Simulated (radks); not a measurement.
Fractional charge and spin in the 6s shell of dysprosium: the spin-up occupation runs from 0 to 1 and the spin-down occupation from 0 to 1; the fullest corner is Dy, [Xe] 4f(up 5, down 5) 6s(up 1, down 1). Method: scalar-relativistic Kohn-Sham, r2SCAN, spin-polarised, spherical densities, finite nucleus; meta-GGA in the generalised Kohn-Sham scheme; Fermi nuclear charge, rms radius of each element as measured or else 0.836 A^(1/3) + 0.57 fm; computed with a radial shooting solver on a logarithmic mesh with Libxc functionals. Energy (eV) above the fullest corner. The planes named below are the two flat planes that join the four corners, with an edge along up + down = one added electron.

| down \ up | 0 | 0.5 | 1 |
|---|---|---|---|
| 0 | 17.393 | 11.072 | 5.823 |
| 0.5 | 11.072 | 6.237 | 2.428 |
| 1 | 5.823 | 2.428 | 0.000 |

Corners above the fullest one (they belong to Dy+ and the next ion): (up 1, down 0) 5.823 eV, (up 0, down 1) 5.823 eV, (up 0, down 0) 17.393 eV. With half an added electron in each spin the energy lies 0.414 eV from the planes, and with half an added electron in spin up alone -0.536 eV. The planes are only a guide here: the flat-plane condition holds for ground states with one frontier orbital, while this shell lies below other occupied shells, so the corners above the fullest one are inner-hole states and not the ground states of those ions.
